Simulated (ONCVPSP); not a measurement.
An all-electron radial function and its pseudo partner (Al)

Columns: radius, all-electron u(r) and pseudo u(r) of the 3s shell (level -7.83 eV) of aluminium in the configuration [Ne] 3s2 3p1; LDA (Perdew-Wang 92), scalar-relativistic, ONCV scheme, ONCVPSP 4.0.1.

```csv
r (bohr),all-electron,pseudo
0.140,0.0469,0.0131
0.280,-0.2163,0.0318
0.420,-0.3022,0.0608
0.560,-0.2430,0.1031
0.700,-0.1120,0.1594
0.840,0.0417,0.2277
0.980,0.1911,0.3038
1.120,0.3231,0.3825
1.260,0.4328,0.4587
1.400,0.5193,0.5277
1.540,0.5840,0.5856
1.680,0.6292,0.6293
1.820,0.6576,0.6576
1.960,0.6718,0.6718
2.100,0.6742,0.6742
2.240,0.6672,0.6672
2.380,0.6527,0.6527
2.520,0.6325,0.6325
2.660,0.6081,0.6081
2.800,0.5807,0.5807
2.940,0.5514,0.5514
3.080,0.5210,0.5210
3.220,0.4902,0.4902
3.360,0.4594,0.4594
3.500,0.4292,0.4292
3.640,0.3998,0.3998
```

(1) How many radial nodes do the two functions have?

(2) At about which radius was the pseudo-wave matched?

(3) Where does each function peak?

(4) Is the pseudo-wave norm-conserving?

Results:

(1) The all-electron 3s function has n − l − 1 = 2; the pseudo-wave has 0, since the states of the same l below it are removed with the core.

(2) 1.80 bohr, where the columns begin to agree (steps of 0.14 bohr).

(3) Outermost all-electron maximum near 2.10 bohr, pseudo maximum near 2.10 bohr (to the table’s step).

(4) Yes: the ONCV scheme keeps the norm inside the radius equal to the all-electron one, which fixes the energy derivative of the logarithmic derivative at the level.
